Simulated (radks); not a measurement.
Spherical quantum dot in the effective-mass picture: electrons in a well V = -V0 / (1 + exp((r - R)/a)) with V0 = 24.5, R = 2.13, a = 0.14, all in effective atomic units (hartree* = m*/eps^2 hartree, bohr* = eps/m* bohr), one dielectric constant everywhere. Calculated with a radial shooting solver with Libxc functionals: non-relativistic Kohn-Sham, PBEsol, spin-polarised, spherical densities. Levels are named by radial order and angular momentum (1s, 1p, 1d, 2s, ...), and open shells are averaged over m. Results are scaled to m* = 0.065 and eps = 6.5, for which hartree* = 41.86 meV and bohr* = 5.292 nm. Each electron was tried in the lowest free levels, single moves between levels near the top were tried too, and the lowest total energy was kept; such a search can miss a lower state. At N = 1 the Hartree and exchange-correlation terms need not cancel, so that row can carry a self-interaction error.

| N | open shells | 2S | E (meV) | mu = E(N) - E(N-1) (meV) | addition energy mu(N+1) - mu(N) (meV) | e(HOMO) (meV) | rms radius (nm) |
|---|---|---|---|---|---|---|---|
| 1 | 1s(up 1, down 0) | 1 | -974.336 | -974.34 | 33.79 | -961.49 | 5.824 |
| 2 | none | 0 | -1914.88 | -940.55 | 72.37 | -927.72 | 5.997 |
| 3 | 1p(up 1, down 0) | 1 | -2783.07 | -868.18 | 25.45 | -855.66 | 6.393 |
| 4 | 1p(up 2, down 0) | 2 | -3625.80 | -842.74 | 26.16 | -829.71 | 6.609 |
| 5 | 1p(up 3, down 0) | 3 | -4442.38 | -816.57 | 34.04 | -803.40 | 6.758 |
| 6 | 1p(up 3, down 1) | 2 | -5224.91 | -782.53 | 24.69 | -770.37 | 6.878 |
| 7 | 1p(up 3, down 2) | 1 | -5982.75 | -757.84 | 25.36 | -745.22 | 6.975 |
| 8 | none | 0 | -6715.23 | -732.48 | 79.19 | -719.70 | 7.057 |
| 9 | 1d(up 1, down 0) | 1 | -7368.53 | -653.29 | 24.17 | -641.24 | 7.178 |
| 10 | 1d(up 2, down 0) | 2 | -7997.65 | -629.12 | 24.31 | -616.98 | 7.278 |
| 11 | 1d(up 3, down 0) | 3 | -8602.47 | -604.82 | 24.37 | -592.64 | 7.364 |
| 12 | 1d(up 4, down 0) | 4 | -9182.92 | -580.45 | 24.38 | -568.26 | 7.440 |
| 13 | 1d(up 5, down 0) | 5 | -9738.99 | -556.07 | 31.33 | -543.88 | 7.507 |
| 14 | 1d(up 5, down 1) | 4 | -10263.7 | -524.74 | 23.62 | -512.96 | 7.569 |
| 15 | 1d(up 5, down 2) | 3 | -10764.9 | -501.12 | 23.76 | -489.26 | 7.625 |
| 16 | 1d(up 5, down 3) | 2 | -11242.2 | -477.37 | 23.83 | -465.46 | 7.677 |
| 17 | 1d(up 5, down 4) | 1 | -11695.8 | -453.54 | 23.86 | -441.61 | 7.724 |
| 18 | none | 0 | -12125.4 | -429.68 | 82.40 | -417.75 | 7.769 |
| 19 | 2s(up 1, down 0) | 1 | -12472.7 | -347.28 | 27.54 | -332.86 | 7.757 |
| 20 | 2s(up 1, down 0) 1f(up 1, down 0) | 2 | -12792.5 | -319.74 | 23.02 | -308.23 | 7.813 |
| 21 | 2s(up 1, down 0) 1f(up 2, down 0) | 3 | -13089.2 | -296.72 | 22.43 | -284.24 | 7.865 |
| 22 | 1f(up 4, down 0) | 4 | -13363.5 | -274.29 | 22.44 | -263.38 | 7.973 |
| 23 | 1f(up 5, down 0) | 5 | -13615.3 | -251.85 | 23.05 | -240.32 | 8.015 |
| 24 | 1f(up 6, down 0) | 6 | -13844.1 | -228.80 | 23.04 | -217.28 | 8.056 |
| 25 | 1f(up 7, down 0) | 7 | -14049.9 | -205.76 | 28.23 | -194.25 | 8.094 |
| 26 | 2s(up 1, down 0) 1f(up 7, down 0) | 8 | -14227.4 | -177.53 | 24.81 | -163.33 | 8.079 |
| 27 | 1f(up 7, down 2) | 5 | -14380.1 | -152.72 | 21.54 | -142.50 | 8.165 |
| 28 | 1f(up 7, down 3) | 4 | -14511.3 | -131.18 | 22.65 | -119.86 | 8.199 |
| 29 | 1f(up 7, down 4) | 3 | -14619.9 | -108.53 | 22.65 | -97.208 | 8.231 |
| 30 | 1f(up 7, down 5) | 2 | -14705.7 | -85.883 | 22.64 | -74.559 | 8.261 |
| 31 | 1f(up 7, down 6) | 1 | -14769.0 | -63.238 | 22.63 | -51.920 | 8.291 |
| 32 | none | 0 | -14809.6 | -40.606 | - | -29.294 | 8.319 |

All shells are closed at N = 2, 8, 18, 32 (there: 1s2 1p6 1d10 1f14); the second difference of the energy has clear peaks (12 % above both neighbours; the first and last values, which can be the largest, are not judged, and half-filled shells can peak too) at N = 2, 5, 8, 13, 18, 25.
